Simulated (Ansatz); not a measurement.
Geometry optimisation, Ansatz, RKS PBE0-D4/def2-SVP.

Input file:

```yaml
crystal:
  periodic: [false, false, false]
  atoms:
    - { symbol: Si, position_ang: [-0.453977, 0.844548, -0.172099] }
    - { symbol: Br, position_ang: [0.799517, -2.554502, -0.21123] }
    - { symbol: H, position_ang: [-0.888632, -0.33232, -0.955133] }
    - { symbol: H, position_ang: [-1.615733, 1.487902, 0.4997] }
    - { symbol: H, position_ang: [0.26159, 1.823577, -1.034719] }
    - { symbol: H, position_ang: [1.299807, -1.661352, 0.845972] }
    - { symbol: F, position_ang: [0.597329, 0.392147, 1.027409] }
basis:
  gaussian: { orbitals: def2-SVP }
hamiltonian:
  xc: pbe0
  dispersion: d4
relax:
  f_tol: 0.03
  max_steps: 50
output:
  orbitals: {}
```

Run as:

```bash
$ ansatz run input.yaml --threads 2 --pin off --max-ram 3072MiB --backend cpu --events-out ev --progress --plain --runs-dir out
```

Task: Where does it end, and by what steps?

Result: The forces met the threshold. After 6 steps the energy has fallen by 0.137 eV; Br2 moved furthest, 0.65 Å.

| step | energy less start (eV) | largest force component (eV/Å) | accepted |
| --- | --- | --- | --- |
| 0 | 0.0000 | 0.812 | yes |
| 1 | -0.0808 | 0.338 | yes |
| 2 | -0.1066 | 0.075 | yes |
| 3 | -0.1152 | 0.518 | yes |
| 4 | -0.1349 | 0.147 | yes |
| 5 | -0.1361 | 0.065 | yes |
| 6 | -0.1373 | 0.019 | yes |

```xyz
7
Properties=species:S:1:pos:R:3
Si -0.504 0.939 -0.182
Br 1.244 -2.940 0.074
H -1.063 -0.147 -1.030
H -1.574 1.625 0.590
H 0.275 1.912 -0.993
H 1.101 -1.638 0.644
F 0.521 0.249 0.897
```

Whether the end is a true minimum wasn't checked by a vibrational analysis.

The run took 18 s on 2 threads of AMD EPYC 7R43 64-Core Processor (Zen 3) (shared host), peak memory 0.2 GiB.
